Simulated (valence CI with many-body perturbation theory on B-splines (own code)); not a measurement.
Valence orbitals of Mo35+

Level of theory: relativistic CI+MBPT: five valence electrons over a frozen Dirac-Fock core [He], a basis of 11 s, 11 p, 10 d, 8 f, 5 g, 2 h functions for each j, with the one-electron correlation potential Σ1 (screened to all orders), the two-electron term Σ2, the three-electron term Σ3, Breit, model QED; selected single and double excitations, second order for the rest, scaled by the run's own slope (own B-spline code, finite nucleus).

The last digits are not significant, and no measured levels were compared; by estimate large intervals hold to a few tenths of a per cent, small ones and those within an open d or f shell to about a per cent. Among the levels kept, up to 11000 cm⁻¹ of a level comes from second order outside the variational space, and about a tenth of that is noise between levels of different J, which matters for small intervals.

These are the spectroscopic orbitals of the CI (the correlating ones are not listed), shaped by the core and the other valence electrons. h is the expectation value of the core's Dirac-Fock operator, without the valence repulsion; Σ1 is computed up to l = 3 at one energy for each symmetry, that of its lowest orbital but kept below the first core excitation, so for empty shells it is not the orbital's own correlation shift; Breit and QED include the response of the core.

```
Orbital  h (hartree)  Σ1 (cm⁻¹)  Breit (cm⁻¹)  QED (cm⁻¹)  ⟨r⟩ (bohr)
  2s1/2      -209.94      -1224         18961       19041      0.1467
  3s1/2      -91.871       -286          5156        5345      0.3428
  4s1/2      -51.178       -110          2049        2162      0.6239
  5s1/2      -32.556      -53.7          1022        1084      0.9877
  6s1/2      -22.513      -30.3           582         619       1.435
  7s1/2       -16.49      -18.8           363         386       1.964
  2p1/2       -206.7      -2981         37383        -650      0.1241
  3p1/2      -90.911       -642          9940        -207      0.3235
  4p1/2      -50.772       -243          3971       -85.8      0.6076
  5p1/2      -32.348       -119          1983       -43.5      0.9744
  6p1/2      -22.393      -66.8          1131       -25.0       1.425
  7p1/2      -16.414      -41.4           706       -15.7       1.957
  2p3/2      -201.97      -2555         15344        1268      0.1281
  3p3/2      -89.516       -552          4045         324      0.3292
  4p3/2      -50.187       -209          1724         129      0.6151
  5p3/2      -32.049       -102           862        64.5      0.9838
  6p3/2      -22.221      -57.6           492        36.8       1.436
  7p3/2      -16.306      -35.7           307        23.0       1.970
  3d3/2      -89.016       -239           319       -65.9      0.2820
  4d3/2      -49.975       -101           173       -23.7      0.5708
  5d3/2      -31.941      -52.0          91.8       -11.3      0.9423
  6d3/2      -22.158      -30.1          55.5        -6.3       1.397
  7d3/2      -16.267      -19.0          35.9        -3.9       1.934
  3d5/2      -88.595       -227           103         117      0.2839
  4d5/2      -49.797      -95.9          55.5        52.3      0.5731
  5d5/2       -31.85      -49.1          28.2        27.4      0.9452
  6d5/2      -22.105      -28.4          17.0        16.0       1.401
  7d5/2      -16.234      -17.9          11.0        10.1       1.938
  4f5/2      -49.678      -19.0           1.6       -19.3      0.4965
  5f5/2      -31.795      -10.8           1.3        -9.6      0.8699
  6f5/2      -22.075       -6.5           0.9        -5.5       1.327
  7f5/2      -16.215       -4.2           0.6        -3.4       1.866
  4f7/2      -49.593      -18.7           0.4        16.1      0.4977
  5f7/2      -31.751      -10.5           0.4         8.6      0.8713
  6f7/2       -22.05       -6.4           0.2         5.0       1.328
  7f7/2      -16.199       -4.1           0.2         3.2       1.868
  5g7/2      -31.733                      0.0        -5.9      0.7619
  6g7/2      -22.039                      0.0        -3.4       1.219
  7g7/2      -16.191                      0.0        -2.2       1.760
  5g9/2      -31.707                      0.0         4.8      0.7628
  6g9/2      -22.024                      0.0         2.8       1.220
  7g9/2      -16.182                      0.0         1.7       1.761
  6h9/2      -22.022                                            1.082
 6h11/2      -22.012                                            1.082
```

Among the shells of the start configuration 2s2 2p3, Σ1 is largest in size for 2p1/2, where it is 0.0066 % of h.

Lowest root of each symmetry, sizes in configuration state functions:

```
   J  Parity  Roots  Reference  Variational  Second order  Change by selected CI (cm⁻¹)  Change by second order (cm⁻¹)
 1/2    even     26        102        31947        800927                        -32100                          -1060
 3/2    even     34        155        31814       1419375                        -30540                          -2823
 5/2    even     28        152        31940       1728898                        -25880                          -3333
 7/2    even     12        102        31980       1560508                        -33219                          -3156
 9/2    even      4         59        42715       1023826                        -36448                          -1071
 1/2     odd     27        101        31974        814789                        -27937                          -1729
 3/2     odd     36        159        31981       1532658                        -25984                          -2007
 5/2     odd     31        151        31946       1839628                        -25407                          -3731
 7/2     odd     18        113        33254       1715688                        -32226                          -4392
 9/2     odd      7         65        32080       1596919                        -25900                          -1266
11/2     odd      2         33        45389        834420                        -34631                          -1044
```
